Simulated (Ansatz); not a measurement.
Total energies of C3H3FSi.

```xyz
8

F    -2.215   -0.279   -1.157
C    -0.995    0.215   -0.913
C     0.128   -0.515   -0.942
C     1.193   -0.683   -0.170
Si   -0.042    0.384    0.761
H     2.232   -0.604   -0.462
H     0.490    1.736    1.024
H    -0.792   -0.254    1.859
```

The species carries charge 0 and has multiplicity 1. The structure was optimised at the PBE0-D4/def2-TZVP level. Basis def2-TZVPP, Ansatz 0.2.0.

RPA on PBE orbitals: Hartree–Fock energy of these orbitals -503.57275 Eh, correlation -1.33112 Eh (frozen core).

```
             functional  energy without D4 (Eh)  D4 term (kJ/mol)
            LDA (SPW92)              -502.53533                 –
                    PBE              -505.00337             -17.2
                 revPBE              -505.27247             -54.0
                   BLYP              -505.33969             -38.6
                 r2SCAN              -505.25722              -3.9
                 B97M-V              -505.29038                 –
                   PBE0              -505.03064             -14.3
                  B3LYP              -505.40954             -28.0
                r2SCANh              -505.24134              -4.2
                r2SCAN0              -505.21886              -4.7
HSE06 (plane-wave form)              -505.01397             -13.3
                  BHLYP              -505.27034             -21.3
              CAM-B3LYP              -505.29993             -14.5
                LC-ωPBE              -505.14486                 –
                ωB97X-V              -505.26959                 –
                ωB97M-V              -505.29922                 –
                 B2PLYP              -505.11207                 –
               PBE-QIDH              -504.90661                 –
```

B3LYP takes the VWN-RPA correlation (the form of Gaussian; ORCA's B3LYP/G). HSE06 is the plane-wave form, built on full-range PBE exchange. The double hybrids freeze the cores in their second-order part.

LC-ωPBE has ω = 0.4 bohr⁻¹.
